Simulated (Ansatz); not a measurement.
Ideal-gas functions of CH₄GeS (`C[S][GeH]`) at 800 K and 1 bar, from an Ansatz frequency run at PBE0-D4/def2-TZVP.

Molar mass 120.72 g/mol, point group Cs (symmetry number 1), electronic degeneracy 1, moments of inertia 31.274, 179.421, 207.522 u Å². Harmonic wavenumbers (cm⁻¹, unscaled): 100, 191, 408, 420, 691, 732, 970, 978, 1346, 1459, 1472, 1927, 3059, 3153, 3155.

Use S(trans) = R[1.5 ln M + 2.5 ln T − 1.1517]; rotational temperatures θ = 24.2544 K / I; S(rot) = R[ln(√π/σ · √(T³/θAθBθC)) + 1.5]; for each mode x = 1.438777 ν̃/T, S = R[x/(eˣ − 1) − ln(1 − e⁻ˣ)] and H = RT x/(eˣ − 1); 1 cm⁻¹ = 0.0119627 kJ/mol; R = 8.31446 J/(mol·K).

By hand: the entropy, in J/(mol·K).

Translation 189.2. Rotation: θ = 0.7755, 0.1352, 0.1169 K, giving 118.9. Vibration, mode by mode: 22.59, 17.24, 11.07, 10.84, 7.02, 6.60, 4.67, 4.61, 2.74, 2.33, 2.29, 1.19, 0.22, 0.19, 0.19, in all 93.8. Electronic 0.0. Sum 401.9 J/(mol·K).

By hand: H − E and G − E in kJ/mol, counted from the electronic energy.

Zero-point energy ½ × 20061 × 0.0119627 = 120.0; thermal vibration 37.5; translation, rotation and pV give 4 RT = 26.6. H − E = 184.1 kJ/mol, and G − E = 184.1 − 800 × 401.9/1000 = -137.4 kJ/mol.

Vibration gives 23 % of the entropy, 22.6 J/(mol·K) of it from the mode under 150 cm⁻¹: soft modes count most, and the harmonic formula is weakest for them.
